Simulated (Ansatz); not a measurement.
Ansatz (an electronic-structure program) input (CCSD(T)/6-311++G(2d,2p)): A basis named .json is the Basis Set Exchange file of that set (core-valence sets with the plain set on hydrogen).

Ansatz 0.2 input:
```yaml
crystal:
  periodic: [false, false, false]
  atoms:
    - {symbol: F, position_ang: [-0.00000000, -0.00000000, -1.19889826]}
    - {symbol: B, position_ang: [0.00000000, 0.00000000, 0.08714772]}
    - {symbol: O, position_ang: [0.00000000, 0.00000000, 1.29429322]}
basis:
  gaussian:
    orbitals: 6-311++G_2d_2p_.json
magnetization: {spin_polarized: false}
correlation: {method: ccsd_t, electrons: outside_noble_gas}
output: {forces: true}
```

Output:

```
Functional definition: HF
integrals: 0.06 GiB planned
654 factors; integrals over basis functions are off by at most 8.8e-4 eV
mean field: 0.14 GiB planned
mean field evaluation 1: about -5415.3261 eV, gradient 4.5e1 eV
mean field evaluation 2: about -5415.3271 eV, gradient 4.5e1 eV
mean field evaluation 4: about -5418.9645 eV, gradient 3.0e0 eV
mean field evaluation 8: about -5419.0045 eV, gradient 1.0e-1 eV
mean field evaluation 16: about -5418.9949 eV, gradient 1.6e0 eV
mean field -5419.00454525 eV, -199.1447439049 hartree, gradient 2.7e-6 eV, S^2 0.000000; 0 other end points of the search recorded, 0 dependent functions left out
3 core orbitals not correlated
reference -5419.00454525 eV, -199.1447439049 hartree; 8, 8 occupied and 70, 70 virtual orbitals, 654 factors
densities: 0.29 GiB planned
second order -14.20647990 eV of doubles, -0.00000000 eV of singles
coupled cluster: 0.21 GiB planned
cycle   1  -13.62419827 eV  change    5.8e-1 eV  update   9.9e-2
cycle   2  -13.99691360 eV  change   -3.7e-1 eV  update   3.0e-2
cycle   3  -14.08886887 eV  change   -9.2e-2 eV  update   1.5e-2
cycle   4  -14.07337541 eV  change    1.5e-2 eV  update   2.7e-3
cycle   5  -14.07209813 eV  change    1.3e-3 eV  update   9.4e-4
cycle   6  -14.07289352 eV  change   -8.0e-4 eV  update   2.4e-4
cycle   7  -14.07282944 eV  change    6.4e-5 eV  update   7.7e-5
cycle   8  -14.07279774 eV  change    3.2e-5 eV  update   1.8e-5
cycle   9  -14.07280682 eV  change   -9.1e-6 eV  update   6.6e-6
perturbative correction -0.51768563 eV, -0.0190245960 hartree
the calculation of the forces begins
Total energy: -5433.59503771 eV, -199.6809346127 hartree
Atom 0 at    -0.000000    -0.000000    -1.198898 Å, force     0.000000    -0.000000    -0.036422 eV/Å
Atom 1 at     0.000000     0.000000     0.087148 Å, force     0.000000     0.000000    -0.519976 eV/Å
Atom 2 at     0.000000     0.000000     1.294293 Å, force    -0.000000    -0.000000     0.556398 eV/Å
Dipole moment:    -0.000000     0.000000    -0.422901 e Å
```
